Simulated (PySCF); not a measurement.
Isomers C₇H₈O₂:

A. `C#CC(=O)OC1CCC1`
B. `C1=C(CC=C)OC=CO1`
C. SMILES C1(=C)C[C@H](C(=O)O)C1=C
D. `O=C(O)C1=CC=CCC1`

Spectrum 1. $^{1}$H NMR (300 MHz, computed): δ 7.46 (d, 1H), 6.54 (m, 1H), 6.48 (m, 1H), 5.95 (br s, 1H), 2.58 (m, 2H), 2.33 (m, 2H). $^{13}$C{$^{1}$H} NMR (computed): δ 171.4 (C), 145.0 (CH), 142.9 (CH), 131.8 (CH), 131.3 (C), 26.8 (CH2), 22.7 (CH2).

Spectrum 2. $^{1}$H NMR (300 MHz, computed): δ 6.10 (br s, 1H), 5.77 (br s, 1H), 5.76 (br s, 1H), 5.51 (br s, 1H), 5.30 (br s, 1H), 3.66 (m, 1H), 3.46 (m, 1H), 2.73 (m, 1H). $^{13}$C{$^{1}$H} NMR (computed): δ 176.7 (C), 154.0 (C), 152.9 (C), 113.3 (CH2), 113.1 (CH2), 44.0 (CH), 31.5 (CH2).

Spectrum 3. $^{1}$H NMR (300 MHz, computed): δ 6.09 (m, 1H), 2.46 (m, 2H), 2.37 (m, 2H), 2.23 (s, 1H), 1.86 (m, 1H), 1.68 (m, 1H). $^{13}$C{$^{1}$H} NMR (computed): δ 157.2 (C), 82.3 (CH), 79.9 (C), 65.7 (CH), 31.4 (CH2), 12.6 (CH2).

Spectrum 4. $^{1}$H NMR (300 MHz, computed): δ 6.31 (m, 1H), 5.58 (m, 1H), 5.49 (m, 1H), 5.41 (s, 1H), 5.32 (m, 1H), 5.27 (m, 1H), 2.39 (d, 2H). $^{13}$C{$^{1}$H} NMR (computed): δ 145.4 (C), 144.6 (CH), 134.0 (CH), 133.9 (CH), 129.9 (CH), 121.2 (CH2), 41.3 (CH2).

- structure optimised with GFN2-xTB
- σ from GIAO-PBE0/pcSseg-1
- program: PySCF
- gas phase, equivalent nuclei averaged, a single conformation, relativity neglected

Referencing at the same level of theory: $^{1}$H, $^{13}$C vs TMS. Where no couplings were computed, multiplicities follow the n + 1 count of equivalent neighbours, and m marks all less simple cases (inequivalent or close neighbours, rings, F or P nearby). Acid and N–H amide carbonyl carbons lie up to 10 ppm further downfield in solution (hydrogen bonding). Shifts are as computed. Against solution values, carbons near 30 ppm lie about +3 ppm off and those near 130 ppm about +5 ppm. Of 1211 compounds with measured shifts, 218 miss one by over three times the rms of a fit or turn the order of signals round; such compounds aren't used in these exercises. OH and NH positions are gas-phase values without hydrogen bonding to other molecules.

Which spectrum belongs to which compound?

Results:

1–D, 2–C, 3–A, 4–B.

- Spectrum 1 (D): 7 $^{13}$C signals; δC 171.4 is a carboxylic acid carbon; δC 145.0 is an alkene CH.
- Spectrum 2 (C): 7 $^{13}$C signals; δC 176.7 is a carboxylic acid carbon; δC 154.0 is a fully substituted alkene carbon.
- Spectrum 3 (A): 6 $^{13}$C signals; δC 157.2 is an ester carbonyl carbon; δC 82.3 is a terminal alkyne carbon.
- Spectrum 4 (B): 7 $^{13}$C signals; δC 145.4 is an alkene carbon bearing oxygen; δC 144.6 is an alkene CH.
